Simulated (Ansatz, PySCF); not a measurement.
This triplet is an excited state, 2.69 eV above the relaxed singlet at the level frozen-core CCSD(T)/cc-pVTZ // B3LYP-D3(BJ)/def2-TZVP (Ansatz, a first-principles code).

B3LYP has the VWN-RPA correlation part, as in Gaussian. 

Cartesian coordinates (Å):
```xyz
6

N     -1.1673     0.2296    -0.1820
Ge     0.3892    -0.2647     0.7917
O      1.9495     0.2091    -0.0106
H     -1.7610    -0.5661    -0.3959
H     -1.7264     0.9261     0.3013
H      2.3161    -0.5341    -0.5045
```
Charge 0, spin multiplicity 3.

What is the computed highest occupied spin orbital, total energy and dipole moment (B3LYP-D3(BJ)/def2-TZVP in PySCF)?


```
Quantity                              Value
-----------------------------  ------------
highest occupied spin orbital      -4.30 eV
total energy                   -60105.64 eV
dipole moment                        2.39 D
```
